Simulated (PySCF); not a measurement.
Compound: C6H10O.
Numbering: `[CH3:1][C:2]1=[CH:3][CH2:4][CH2:5][CH2:6][O:7]1` (hydrogens: H8, H9, H10 on C1; H11 on C3; H12, H13 on C4; H14, H15 on C5; H16, H17 on C6)

The same species was optimised twice, with GFN2-xTB and with PBE0-D3(BJ)/def2-SVP (PySCF), and the same property calculations (PySCF, gas phase) were run on both structures.

```csv
coordinate,GFN2-xTB,PBE0-D3(BJ)/def2-SVP,change
C2=C3 (Å),1.330,1.344,+0.014
C2–O7 (Å),1.370,1.358,-0.012
C5–C6 (Å),1.525,1.517,-0.008
C1–C2 (Å),1.498,1.490,-0.008
C4–C5 (Å),1.527,1.524,-0.003
C3–C4 (Å),1.501,1.500,-0.001
C6–O7 (Å),1.412,1.413,+0.001
C4–C5–C6 (°),108.5,109.4,+0.9
C1–C2–C3 (°),124.6,125.4,+0.8
C2–O7–C6 (°),115.4,116.1,+0.7
C3–C4–C5 (°),109.1,109.7,+0.6
C3–C2–O7 (°),124.0,123.4,-0.6
C1–C2–O7 (°),111.5,111.1,-0.4
C5–C6–O7 (°),112.2,112.0,-0.2
C2–C3–C4 (°),122.8,122.6,-0.2
```

Rotational constants: A = 4819, B = 2426, C = 1728 MHz (GFN2-xTB) against A = 4822, B = 2422, C = 1725 MHz (PBE0-D3(BJ)/def2-SVP). Point groups within 0.08 Å: C1 and C1.

On the GFN2-xTB structure: lowest singlet, TDDFT (eV) 5.97 [CAM-B3LYP/def2-SVPD]; isotropic polarisability (au) 72.9 [CAM-B3LYP/def2-SVPD]; HOMO (eV) -7.52 [CAM-B3LYP/def2-SVPD]; LUMO (eV) 1.34 [CAM-B3LYP/def2-SVPD]; dipole (D) 1.04 [CAM-B3LYP/def2-SVPD].

Question: What do these properties become on the PBE0-D3(BJ)/def2-SVP structure?

Answer: 
```
                                    property                level  on GFN2-xTB  on PBE0-D3(BJ)/def2-SVP  change
                  lowest singlet, TDDFT (eV)  CAM-B3LYP/def2-SVPD         5.97                     5.89   -0.08
               isotropic polarisability (au)  CAM-B3LYP/def2-SVPD         72.9                     74.1    +1.2
                                   HOMO (eV)  CAM-B3LYP/def2-SVPD        -7.52                    -7.43   +0.09
                                   LUMO (eV)  CAM-B3LYP/def2-SVPD         1.34                     1.33   -0.01
                                  dipole (D)  CAM-B3LYP/def2-SVPD         1.04                     0.99   -0.05
energy, GFN2-xTB geometry as zero (kcal/mol)  CAM-B3LYP/def2-SVPD          0.0                     -0.6    -0.6
```

The heavy atoms differ by 0.016 Å rms after alignment. Among bonds between heavy atoms C2=C3 changes most (+0.014 Å). Changes are differences of the printed values. Neither structure is proved a minimum here.
